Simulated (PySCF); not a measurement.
The numbers below are computed, except where a source is named.
# Si3PH8O

Si3PH8O is a small molecule (built as: end group OSiH2), neutral, doublet. The structure, one conformer, was relaxed in the gas phase by PBE0-D3(BJ)/def2-SVP. No frequency run checks that it is a minimum.

SMILES: [SiH2]OP([SiH3])[SiH3]

Coordinates in Å:
```
Si1     1.563    1.358   -0.170
P2     -0.137    0.208    0.796
Si3     0.721   -1.866    0.467
O4     -1.166    0.219   -0.562
Si5    -2.801    0.552   -0.647
H6      1.126    2.776   -0.330
H7      1.920    0.796   -1.507
H8      2.745    1.296    0.745
H9     -0.368   -2.854    0.724
H10     1.234   -2.049   -0.925
H11     1.828   -2.070    1.451
H12    -3.579   -0.367    0.251
H13    -3.074    1.983   -0.285
```

EPR values by unrestricted B3LYP, IGLO-III on O P Si, pcH-1 on H.

Task: Predict g and the largest hyperfine couplings. Where does the spin sit?

Result: g = 2.0007, 2.0022, 2.0040. The spin sits on Si5 (88 %, bonded to 1 O + 2 H) by Mulliken populations.
```json
{"atom": "Si5", "isotope": "29Si", "isotropic (MHz)": "-686.1", "dipolar, principal values (MHz)": "-155.8, 77.6, 78.2"}
{"atom": "H13", "isotope": "1H", "isotropic (MHz)": "102.5", "dipolar, principal values (MHz)": "-8.3, 0.4, 7.9"}
{"atom": "H12", "isotope": "1H", "isotropic (MHz)": "97.5", "dipolar, principal values (MHz)": "-8.3, 0.3, 8.0"}
{"atom": "O4", "isotope": "17O", "isotropic (MHz)": "-73.2", "dipolar, principal values (MHz)": "-9.5, 4.3, 5.2"}
{"atom": "P2", "isotope": "31P", "isotropic (MHz)": "56.2", "dipolar, principal values (MHz)": "-12.6, -12.4, 25.0"}
{"atom": "H8", "isotope": "1H", "isotropic (MHz)": "1.8", "dipolar, principal values (MHz)": "-0.4, -0.3, 0.7"}
```

Task: How do the isotropic couplings move with BHandHLYP?

Result: Si5 -686.1 to -713.7 MHz, H13 102.5 to 103.6 MHz, H12 97.5 to 99.2 MHz, O4 -73.2 to -68.7 MHz.

The 2 runs behind this took 110 s in all, one thread each of Intel Xeon 6975P-C on a shared host, launched as `OMP_NUM_THREADS=1 python cluster_run.py task.json out`.
